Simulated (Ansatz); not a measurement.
Two isomers of C2H7FN2Si: A = `NC/C(F)=N/[SiH3]`, B = `C[C@@]1(F)N[Si@@H]1N`.

Gas-phase electronic energies from Ansatz, PBE0-D4/def2-TZVP geometries. CBS: MP2 limit from def2 TZ/QZ plus the TZ coupled-cluster correction, frozen cores. DFT in def2-TZVPP. B3LYP here is the variant with VWN-RPA as its local correlation; programs differ in this. One conformer a species, not always the lowest.

A:

```xyz
13

N     1.2011   -0.8153   -1.8538
C     0.4668   -1.4742   -0.8093
C    -0.1725   -0.5798    0.2138
F    -0.8288   -1.3341    1.1363
N    -0.1372    0.6558    0.2546
Si   -0.8272    1.7904    1.3697
H     1.9358   -0.2456   -1.4518
H     0.5945   -0.1726   -2.3488
H    -0.3259   -2.0968   -1.2388
H     1.1179   -2.1721   -0.2713
H    -1.6036    1.1799    2.4810
H    -1.7156    2.6831    0.5853
H     0.2945    2.5813    1.9331
```

B:

```xyz
13

C     1.062    1.715   -0.109
C     0.660    0.287    0.101
F     1.831   -0.490    0.110
N    -0.216   -0.035    1.190
Si   -0.952   -0.562   -0.227
N    -1.190   -2.213   -0.501
H     1.663    2.066    0.738
H     0.180    2.351   -0.196
H     1.660    1.819   -1.015
H    -0.196    0.371    2.112
H    -2.116    0.148   -0.808
H    -1.873   -2.550   -1.158
H    -0.512   -2.908   -0.237
```

Problem. Which is lower in electronic energy at CCSD(T)/CBS, and by how much? (Best estimate.)

Solution. The calculation gave: B, by 9.0 kcal/mol.

Problem. Give E(B) − E(A) in kcal/mol with B3LYP-D4, PBE-D4, MP2/def2-TZVPP, r2SCAN-D4, PBE0-D4, ωB97M-V, CCSD(T)/def2-TZVPP. (Best estimate.)

Solution. Computed: B3LYP-D4 -5.6, PBE-D4 -8.4, MP2/def2-TZVPP -9.0, r2SCAN-D4 -8.5, PBE0-D4 -9.4, ωB97M-V -8.7, CCSD(T)/def2-TZVPP -6.1. None reverses the order clearly.

Largest T1 diagnostic: 0.013.

From PBE to PBE0 (25 % exact exchange), in def2-TZVPP and without D4, E(B) − E(A) moves by −1.0 kcal/mol. In def2-TZVPP, CCSD(T) changes the Hartree–Fock value by −7.0 kcal/mol (the triples alone add +0.0 kcal/mol) and MP2 by −9.9 kcal/mol.
